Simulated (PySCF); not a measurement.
**Correlation energy of Bi+ (bismuth, charge +1)**

[Xe] 4f14 5d10 6s1 6p3, high-spin 5S determinant (an excited configuration). Calculation: PySCF 2.14, in def2-TZVPPD with the def2 core potential (60 electrons) (7s5p4d2f, 56 functions); scalar relativity through the core potential. Frozen: 5s2 5p6 5d10; 4 electrons correlated.

```
  level  correlation energy (mhartree)
   CCSD                         -18.18
    (T)                          -0.18
CCSD(T)                         -18.36
```

Diagnostics: T1 = 0.0018, D1 = 0.0038, largest double amplitude 0.024.

Problem. Is a single reference adequate?

Solution. Yes, within this model without spin-orbit coupling: T1 lies below 0.03 and no double amplitude reaches 0.07.

Spin-orbit coupling is strong in this species, so the high-spin LS determinant is a model state.
